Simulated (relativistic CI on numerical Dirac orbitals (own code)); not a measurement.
## Mn4+ (3d3) in a crystal field

Calculated by Dirac-Coulomb-Breit CI, orbitals from a KLI potential per configuration, model QED (radiative potential, 1s self-energy scaled to tabulated hydrogen-like ionisation energies), valence Slater integrals scaled by 0.75, one configuration in a parametric crystal field (own radial code).

Field parameters in Wybourne normalisation: D3d B²₀ = −7Dσ, B⁴₀ = −14Dq − 21Dτ, B⁴₃ = −14√(10/7) Dq; D4h B²₀ = −7Ds, B⁴₀ = 21(Dq − Dt), B⁴₄ = 21√(5/14) Dq. The field is a parameter set, without covalency.

S is read from ⟨S²⟩ = S(S + 1).

Powder χT (cm³ K mol⁻¹) by Van Vleck's formula, with temperature-independent terms:

```tsv
Field	2 K	5 K	10 K	20 K	50 K	100 K	200 K	300 K
D3d, 10Dq = 21950, Dσ = -140, Dτ = 490 cm⁻¹	1.67	1.77	1.79	1.8	1.8	1.81	1.82	1.82
D3d, 10Dq = 38750, Dσ = 830, Dτ = 90 cm⁻¹	1.79	1.82	1.83	1.83	1.83	1.84	1.84	1.85
D4h, 10Dq = 10700, Ds = -1110, Dt = 400 cm⁻¹	1.33	1.54	1.61	1.64	1.65	1.67	1.69	1.72
D4h, 10Dq = 12100, Ds = -1250, Dt = 140 cm⁻¹	1.69	1.71	1.71	1.71	1.72	1.73	1.74	1.76
D4h, 10Dq = 24500, Ds = 90, Dt = -30 cm⁻¹	1.8	1.8	1.8	1.8	1.81	1.81	1.82	1.83
D4h, 10Dq = 28250, Ds = 1300, Dt = -230 cm⁻¹	1.81	1.81	1.81	1.82	1.82	1.82	1.83	1.84
D4h, 10Dq = 29750, Ds = 2060, Dt = 640 cm⁻¹	1.79	1.8	1.8	1.8	1.81	1.81	1.82	1.83
D4h, 10Dq = 33350, Ds = 2700, Dt = 130 cm⁻¹	1.82	1.82	1.82	1.82	1.82	1.83	1.83	1.84
```

(1) For D3d, 10Dq = 38750, Dσ = 830, Dτ = 90 cm⁻¹: what effective moment follows at 300 K?

## Answers

(1) μ_eff = √(8χT) = 3.84 μB. The ground level has S = 1.50; the spin-only moment for S = 3/2 is 3.88 μB. The difference comes from the orbital moment, spin-orbit mixing of terms and temperature-independent paramagnetism, all larger in this ionic model than in covalent complexes.
